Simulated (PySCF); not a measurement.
**C₆ coefficients of unlike pairs at UHF**

Calculated with PySCF 2.14 from the dipole response of each species, C₆(A,B) = (3/π) ∫ α_A(iu) α_B(iu) du, in atomic units, from isotropic polarisabilities. For ions this is the dispersion term alone; charge-induced terms of lower order in 1/R come first.

| species | configuration | basis | relativity | α (bohr³) | C₆ (like pair) |
| --- | --- | --- | --- | --- | --- |
| Ar³⁺ | [Ne] 3s2 3p3 (4S) | x2c-TZVPPall with one added diffuse shell each of s, p, d type (6s6p4d1f) | spin-free X2C | 3.669 | 9.963 |
| In⁺ | [Kr] 4d10 5s2 (1S) | aug-cc-pVTZ-PP with one added diffuse shell each of d, f type with ECP28MDF (6s5p5d3f) | core potential | 29.35 | 200.7 |
| Fe⁺ | [Ar] 3d6 4s1 (6D) | def2-QZVPPD (11s6p5d4f2g) | none | 36.44 | 191.3 |
| Si⁺ | [Ne] 3s2 3p1 (2P) | aug-cc-pCVQZ-DK (10s9p7d5f3g) | spin-free X2C | 19.47 | 104.6 |

Task: Estimate C₆ for Si⁺ with Fe⁺.

Result: The integral gives 136.5. The combination rule 2 C_A C_B / (C_A α_B/α_A + C_B α_A/α_B) gives 134.3 and the geometric mean 141.5.

No spin-orbit coupling is included.

The other pairs:

```json
{"pair": "Fe⁺, Ar³⁺", "C₆": "35.35"}
{"pair": "Si⁺, In⁺", "C₆": "144.4"}
{"pair": "Si⁺, Ar³⁺", "C₆": "28.84"}
{"pair": "Fe⁺, In⁺", "C₆": "192.1"}
{"pair": "In⁺, Ar³⁺", "C₆": "39.65"}
```
